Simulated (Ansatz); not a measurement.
Isolated molecules relaxed with PBE0-D4/def2-TZVP in Ansatz; ΔE leaves out vibrations. CBS: MP2 limit from def2 TZ/QZ plus the TZ coupled-cluster correction, frozen cores. This one scheme is used for every species. DFT in def2-TZVPP. B3LYP here is the variant with VWN-RPA as its local correlation; programs differ in this. Elements past krypton have def2 core potentials. For Sb outer-core shells are correlated without core-valence functions, which leaves a few kJ/mol of doubt a bond. One conformer a species, not always the lowest.

Consider the cleavage of the Sb–Si bond: `[CH3][Sb]([CH3])[SiH3]` + H₂S → `[CH3][Sb]([CH3])[SH]` + SiH₄.

```csv
level,ΔE (eV)
PBE0-D4,-0.27
B3LYP,-0.37
```

(1) What does CCSD(T)/CBS give? (An estimate is asked.)

Largest T1 diagnostic among the species: 0.012.

Results:

(1) Ansatz gave: -0.33 eV. The listed levels differ from it by 0.06, -0.04 eV.

In def2-TZVPP, CCSD(T) changes the Hartree–Fock value by +0.13 eV (the triples alone add +0.00 eV) and MP2 by +0.09 eV.
